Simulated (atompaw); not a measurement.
u(r) = r·R(r): atom against pseudo-atom (silicon (Si))

Columns: radius, all-electron u(r) and pseudo u(r) of the 3s shell (level -10.77 eV) of silicon in the configuration [Ne] 3s2 3p2; PBE, non-relativistic, PAW (atompaw) scheme, atompaw 4.2.0.5.

```tsv
r (bohr)	all-electron	pseudo
0.071	0.1699	0.0225
0.142	0.0203	0.0456
0.213	-0.1581	0.0699
0.285	-0.2817	0.0964
0.356	-0.3343	0.1248
0.427	-0.3287	0.1556
0.498	-0.2808	0.1890
0.569	-0.2053	0.2250
0.640	-0.1138	0.2633
0.712	-0.0138	0.3042
0.783	0.0857	0.3460
0.854	0.1819	0.3887
0.925	0.2719	0.4316
0.996	0.3541	0.4740
1.067	0.4278	0.5152
1.138	0.4925	0.5543
1.210	0.5492	0.5913
1.281	0.5967	0.6244
1.352	0.6365	0.6537
1.423	0.6689	0.6789
1.494	0.6944	0.6996
1.565	0.7134	0.7157
1.637	0.7266	0.7275
1.708	0.7344	0.7346
1.779	0.7375	0.7375
1.850	0.7363	0.7363
```

(1) How many radial nodes do the two functions have?

(2) Is the pseudo-wave norm-conserving?

Answers

(1) The all-electron 3s function has n − l − 1 = 2; the pseudo-wave has 0, since the states of the same l below it are removed with the core.

(2) No, it belongs to a PAW set: the norm inside the radius is not constrained, and the difference is carried by the augmentation charge.
